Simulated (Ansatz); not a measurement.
Relaxation of BBrFH$_{3}$ (6 atoms, charge 0, multiplicity 1), to a largest force component of 0.03 eV/Å in at most 50 steps.

The calculation used Ansatz 0.2.0, RKS B3LYP/def2-SVP.

```xyz
6
Properties=species:S:1:pos:R:3:forces:R:3
B 0.021 -0.462 -0.370 0.02 -0.94 0.39
F 0.003 0.218 2.052 0.00 0.17 -0.18
H 1.080 0.059 -0.566 -0.03 0.00 -0.01
H -1.066 -0.003 -0.562 0.03 0.00 -0.01
Br 0.078 -2.408 0.113 -0.03 1.01 -0.21
H 0.029 -0.687 2.255 0.01 -0.24 0.02
```

Q: Where does it end, and by what steps?

A: It converged. After 7 steps the energy has fallen by 0.076 eV; F2 moved furthest, 0.32 Å.

```json
{"step": "0", "energy less start (eV)": "0.0000", "largest force component (eV/Å)": "1.013", "accepted": "yes"}
{"step": "1", "energy less start (eV)": "-0.0500", "largest force component (eV/Å)": "0.237", "accepted": "yes"}
{"step": "2", "energy less start (eV)": "-0.0577", "largest force component (eV/Å)": "0.221", "accepted": "yes"}
{"step": "3", "energy less start (eV)": "-0.0682", "largest force component (eV/Å)": "0.459", "accepted": "yes"}
{"step": "4", "energy less start (eV)": "-0.0732", "largest force component (eV/Å)": "0.205", "accepted": "yes"}
{"step": "5", "energy less start (eV)": "-0.0756", "largest force component (eV/Å)": "0.116", "accepted": "yes"}
{"step": "6", "energy less start (eV)": "-0.0761", "largest force component (eV/Å)": "0.066", "accepted": "yes"}
{"step": "7", "energy less start (eV)": "-0.0764", "largest force component (eV/Å)": "0.013", "accepted": "yes"}
```

```xyz
6
Properties=species:S:1:pos:R:3
B 0.020 -0.423 -0.166
F 0.005 0.145 1.738
H 1.065 0.074 -0.471
H -1.052 0.013 -0.469
Br 0.076 -2.359 0.215
H 0.031 -0.733 2.076
```

Whether the end is a true minimum wasn't checked by a vibrational analysis.

The run took 23 s on 1 thread of Arm Neoverse V1 (shared host), peak memory 0.14 GiB.
